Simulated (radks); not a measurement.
Species: Sb LI. Configuration: 1s1 (the NIST ground configuration).

Calculated with a radial shooting solver on a logarithmic mesh with Libxc functionals: non-relativistic Kohn-Sham, LDA (Slater exchange, Perdew-Wang correlation), spin-unpolarised, spherical densities, point nucleus; relativity is left out, which matters for an element this heavy; without spin polarisation the odd electron is poorly described.

Energy parts (hartree):
part                       energy
total                 -1295.56087
kinetic                1295.44826
electron-nucleus      -2595.94217
Hartree                  15.90092
exchange-correlation    -10.96789

Orbitals (lengths in bohr, moments of r in powers of bohr; r(max) is where P^2 peaks):
orbital	occ.	eigenvalue (hartree)	<r>	r(max)
1s	1	-1283.278	0.02948	0.01964
2s	0	-316.5997	0.1186	0.1033
2p	0	-315.5372	0.09904	0.07913

The highest occupied level is 1s at -34920 eV. The density falls to 0.001 e/bohr^3 at r = 0.17 bohr. The electron density at the nucleus is 4.206e+04 e/bohr^3. Summed over all electrons, <r^2> = 0.001160 bohr^2, which gives a Langevin (diamagnetic) susceptibility term of -0.000918 x 10^-6 cm^3/mol. Virial ratio -V/T = 2.00009. For comparison, the ionisation energy in NIST's Atomic Spectra Database is 36668.2 eV (theoretical). In exact Kohn-Sham theory the highest level is minus the ionisation energy, but local and semilocal functionals leave it too shallow, through self-interaction and a potential that decays too fast; potentials with the right tail come closer.
